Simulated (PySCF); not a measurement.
C₃H₈As, SMILES [CH2][As](C)C, multiplicity 2. Coordinates come from a r2SCAN-D4/def2-SVP optimisation. The isomer is the one that the SMILES or the coordinates give; other isomers of the formula were not compared.

Computed equilibrium geometry at r2SCAN-D4/def2-SVP (PySCF confirms it by a frequency run) as bond lengths and angles, and its point group:
point group Cs.
Atoms: C1 As2 C3 C4 H5 H6 H7 H8 H9 H10 H11 H12. Bond lengths (Å): C1–As2 1.902, C1–H5 1.096, C1–H6 1.096, As2–C3 1.973, As2–C4 1.973, C3–H7 1.100, C3–H8 1.100, C3–H9 1.100, C4–H10 1.100, C4–H11 1.100, C4–H12 1.100. Bond angles (°): As2–C1–H5 120.1, As2–C1–H6 120.1, H5–C1–H6 116.6, C1–As2–C3 98.8, C1–As2–C4 98.8, C3–As2–C4 98.6, As2–C3–H7 109.1, As2–C3–H8 109.1, As2–C3–H9 111.3, H7–C3–H8 108.3, H7–C3–H9 109.7, H8–C3–H9 109.4, As2–C4–H10 109.1, As2–C4–H11 111.3, As2–C4–H12 109.1, H10–C4–H11 109.4, H10–C4–H12 108.3, H11–C4–H12 109.7.
Charge 0, spin multiplicity 2.
